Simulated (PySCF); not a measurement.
**[Sm(H2O)4]3+ at several levels of theory**

Computed with PySCF 2.14.0 (density fitting, no spin-orbit coupling) at the geometry relaxed with TPSS:

```xyz
13
[Sm(H2O)4]3+ (singlet in the valence; each metal's 4f electrons, 5 of them, lie in its core potential, out of spins and levels)
Sm    0.0000    0.0000    0.0000
O     1.3975    1.2997    1.3645
H     1.3303    1.4600    2.3421
H     2.2062    1.8132    1.1036
O    -1.3975   -1.3645    1.2997
H    -2.2062   -1.1036    1.8132
H    -1.3302   -2.3421    1.4600
O     1.3975   -1.2997   -1.3645
H     2.2062   -1.8132   -1.1036
H     1.3303   -1.4600   -2.3421
O    -1.3975    1.3645   -1.2997
H    -1.3302    2.3421   -1.4600
H    -2.2062    1.1036   -1.8132
```

```
level                                                 basis    state  HOMO (eV)  gap (eV)  charge on Sm1 (e)  population of f-type functions on Sm1 (polarisation alone where 4f lies in the core)  dipole about the centre of mass (D)  largest force component (eV/Å)
 TPSS     Sm lcecp-1-SVP with ECP51, O def2-SVP, H def2-SVP  singlet     -22.25      6.37               1.71                                                                                  0.05                                 0.00                            0.01
 BLYP                                              the same  singlet     -22.03      6.02               1.61                                                                                  0.05                                 0.00                            0.15
 BP86                                              the same  singlet     -22.26      6.05               1.65                                                                                  0.05                                 0.00                            0.10
  PBE                                              the same  singlet     -22.15      6.03               1.63                                                                                  0.05                                 0.00                            0.07
 TPSS  Sm lcecp-1-TZVP with ECP51, O def2-TZVP, H def2-TZVP  singlet     -22.30      6.46               2.07                                                                                  0.07                                 0.00                            0.27
```

In the lcecp rows the 4f levels are missing from HOMO and gap, and the state counts the valence alone.

Charges are Mulliken's, which hang on the basis. The relaxation used the grid (50, 194), these runs (75, 302) or, all-electron (x2c bases, spin-free X2C Hamiltonian), (99, 590).

What does PBE0 with Sm lcecp-1-SVP with ECP51, O def2-SVP, H def2-SVP give here?

state singlet, HOMO (eV) -24.04, gap (eV) 8.82, charge on Sm1 (e) 1.80, population of f-type functions on Sm1 (polarisation alone where 4f lies in the core) 0.05, dipole about the centre of mass (D) 0.00, largest force component (eV/Å) 0.43. Time: 12 s on 2 threads of Arm Neoverse V1, on a shared host, from an already converged density.

In the first row's basis the gap widens with exact exchange: 6.0 to 6.4 eV for BLYP, PBE, BP86, TPSS (none); 8.8 eV for PBE0 (a fixed share).

No frequency check is given that shows the relaxed geometry to be a minimum. An lcecp potential fixes the number of 4f electrons, so in runs with it no electron can move into or out of that shell.
